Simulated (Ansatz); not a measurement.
Compare A (`[BH3-][N+]#CC`) with its isomer B (`B/C=N/C`).

Calculated with Ansatz (gas phase, PBE0-D4/def2-TZVP geometries, no zero-point term in ΔE). CBS: MP2 limit from def2 TZ/QZ plus the TZ coupled-cluster correction, frozen cores. This one scheme is used for every species. DFT in def2-TZVPP.

**Question.** Which isomer does CCSD(T)/CBS put lower? Give the gap. (Estimate.)

**Answer.** Computed: A, by 17.8 kcal/mol.

**Question.** Give E(B) − E(A) in kcal/mol with CCSD/def2-TZVPP, MP2/def2-TZVPP, CCSD(T)/def2-SVP, B2PLYP, CCSD(T)/def2-TZVPP, PBE0-D4, ωB97M-V. (Best estimate.)

**Answer.** Computed: CCSD/def2-TZVPP 17.9, MP2/def2-TZVPP 22.5, CCSD(T)/def2-SVP 20.1, B2PLYP 20.2, CCSD(T)/def2-TZVPP 18.7, PBE0-D4 19.1, ωB97M-V 18.2. None reverses the order clearly.

**Question.** Does the order hold for the free energy at 298.15 K (harmonic terms from PBE0-D4)? (Estimate.)

**Answer.** The calculation gave: Yes: G(B) − G(A) = +19.0 kcal/mol. Modes under 60 cm⁻¹, often nearly free rotors, make the harmonic entropy too high.

Largest T1 diagnostic: 0.013.

In def2-TZVPP, CCSD(T) changes the Hartree–Fock value by +6.4 kcal/mol (the triples alone add +0.8 kcal/mol) and MP2 by +10.2 kcal/mol. From PBE to PBE0 (25 % exact exchange), in def2-TZVPP and without D4, E(B) − E(A) moves by −2.7 kcal/mol.
